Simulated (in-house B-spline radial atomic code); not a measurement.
How numerical settings move a run on Sc, [Ar] 3d1 4s2. Computed with a B-spline radial code for spherical atoms: non-relativistic BHandHLYP, spherical fractional occupations, point nucleus.

Command:
```bash
python run_scf.py task.json out
```
Settings of the sound reference run:
```
Z                21
electrons        21
configuration    [Ar] 3d1 4s2
hamiltonian      nr
method           bhandhlyp
spin_polarised   False
knot_spacing     0.22
spline_order     8
gauss_points     12
box_radius       50
max_iterations   70
damping          0.5
damped_steps     3
diis_vectors     10
tolerance        1e-08
start            Thomas-Fermi
```

Run time, properties included: 0.27 s on 1 thread of Intel(R) Xeon(R) 6975P-C, on a shared host.

It converges in 11 iterations to -760.515689 hartree, with 3d at -1.11729 eV. The other runs change the listed settings, some to values that make no sense; their results aren't properties of the atom or ion. Radii are in bohr (the nuclear one in fm), a minus after a letter asks for a j subshell, and «unchanged» means within 1e-8 hartree. The run stops when the residual is below 10 × tolerance × max(1, Z/10), or a noise floor if that is larger, and the energy moves by less than 1e-8 × √|E| hartree; so very loose and very tight tolerances often act alike.

```tsv
changed settings	outcome
box_radius = 25, max_iterations = 75, damping = 0, tolerance = 1e-10	converged in 14 iterations, energy +5.94e-08 hartree from the reference, 3d level +6.5e-05 eV (the program warns: 3d reaches the box edge)
start = bare nucleus	converged in 14 iterations, energy unchanged, 3d level +2.4e-05 eV
electrons = 22, configuration = [Ar] 3d1 4s2 5p-1, max_iterations = 50	stopped with error: j subshells need the Dirac Hamiltonian and l > 0
knot_spacing = 0.55, first_knot = 0.0476, max_iterations = 5, damping = 0.8	not converged after 5 iterations, last residual 1.4e-01, last energy +3.95e-01 hartree from the reference
spline_order = 5, gauss_points = 8, max_iterations = 100, tolerance = 1e-05	converged in 9 iterations, energy +7.03e-06 hartree from the reference, 3d level +2.4e-03 eV
gauss_points = 4	converged in 11 iterations, energy -1.19e-07 hartree from the reference, 3d level -3.8e-07 eV
tolerance = 1e-06	converged in 9 iterations, energy +2.79e-08 hartree from the reference, 3d level +2.4e-03 eV
hamiltonian = dirac, method = hf, nucleus = fermi, rms_radius = 3.5459, mass_number = 45, atomic_mass = 44.95591, speed_of_light = 15.75914	stopped with error: Z/c is past the critical charge
gauss_points = 3	converged in 10 iterations, energy -1.81e+05 hartree from the reference, 3d level +8.4e-01 eV (the program warns: 3d reaches the box edge)
```

Question: What happens with gauss_points = 16?

Answer: Converged in 11 iterations, energy unchanged.

Question: What happens with electrons = 29, configuration = [Ar] 3d1 4s2 6s2 6p6, max_iterations = 75?

Answer: Not converged after 75 iterations, last residual 2.7e-02.

Question: What happens with gauss_points = 6, max_iterations = 100, diis_vectors = 4, tolerance = 1e-13, start = bare nucleus?

Answer: Converged in 15 iterations, energy unchanged, 3d level +2.3e-05 eV.

Question: What happens with gauss_points = 5, max_iterations = 75, tolerance = 1e-06?

Answer: Converged in 9 iterations, energy +2.13e-08 hartree from the reference, 3d level +2.4e-03 eV.
